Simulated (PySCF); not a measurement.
BeH2O2, SMILES [OH][Be][OH].

Geometry optimised at B3LYP-D3(BJ)/def2-TZVP. One conformer was computed; it need not be the lowest.

Method: TDDFT-LC-ωPBE/def2-TZVPD run with PySCF.

Vertical excitations.  State labels are in the subgroup C2.

Task: List the lowest excited states. (The exact figures need the calculation; the answer reports its results.)

Result: 
```csv
state,symmetry,energy (eV),λ (nm),f,main pairs
S1,B,7.61,163,0.026,HOMO→LUMO 75 %
S2,A,7.67,162,0.026,HOMO−1→LUMO 75 %
S3,A,8.34,149,0.100,"HOMO−2→LUMO 59 %, HOMO→LUMO+1 14 %"
S4,B,8.38,148,0.115,"HOMO−3→LUMO 60 %, HOMO−1→LUMO+1 11 %"
S5,A,9.22,134,0.002,"HOMO→LUMO+3 30 %, HOMO→LUMO+8 27 %, HOMO→LUMO+1 24 %, HOMO−1→LUMO+2 6 %"
S6,B,9.29,133,0.000,"HOMO→LUMO+2 30 %, HOMO−1→LUMO+3 18 %, HOMO−1→LUMO+8 15 %, HOMO→LUMO+9 13 %"
S7,A,9.38,132,0.000,"HOMO−1→LUMO+2 37 %, HOMO−1→LUMO+9 23 %, HOMO→LUMO+1 15 %, HOMO−1→LUMO+4 7 %"
S8,B,9.47,131,0.005,"HOMO−1→LUMO+1 38 %, HOMO→LUMO+4 17 %, HOMO−3→LUMO 9 %"
S9,A,9.53,130,0.010,"HOMO−1→LUMO+2 21 %, HOMO→LUMO+3 17 %, HOMO→LUMO+1 13 %, HOMO−1→LUMO+4 11 %"
S10,B,9.78,127,0.009,"HOMO→LUMO+2 33 %, HOMO→LUMO+4 13 %, HOMO−1→LUMO+3 11 %, HOMO−1→LUMO+1 8 %"
T1,B,7.22,172,0,HOMO→LUMO 68 %
T2,A,7.28,170,0,HOMO−1→LUMO 66 %
T3,A,7.85,158,0,HOMO−2→LUMO 57 %
T4,B,7.92,157,0,"HOMO−3→LUMO 56 %, HOMO−1→LUMO+1 10 %"
```
Triplets are in the Tamm–Dancoff approximation, which puts them higher than full response would, so one can lie above its singlet here.
